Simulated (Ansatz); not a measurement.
Basis-set series for `C[NH2+][GaH3-]`. Total charge 0; spin multiplicity 1. Geometry: relaxed with PBE0-D4/def2-TZVP.

```csv
functional,basis,functions,energy (Eh),HOMO (eV),LUMO (eV)
PBE0-D4,def2-SVP,100,-2021.83090,-7.38,0.43
PBE0-D4,def2-QZVPP,443,-2022.23754,-7.47,-0.27
ωB97M-V,def2-SVP,100,-2022.02132,-9.58,2.06
ωB97M-V,def2-QZVPP,443,-2022.43340,-9.72,0.96
```

**Question.** Give the rows for def2-TZVPP. (Best estimate.)

**Answer.** Computed: 
```tsv
functional	basis	functions	energy (Eh)	HOMO (eV)	LUMO (eV)
PBE0-D4	def2-TZVPP	222	-2022.18787	-7.45	-0.01
ωB97M-V	def2-TZVPP	222	-2022.38492	-9.71	1.45
```

Positive LUMOs are unbound and depend on the basis. Scalar relativity is left out up to krypton.
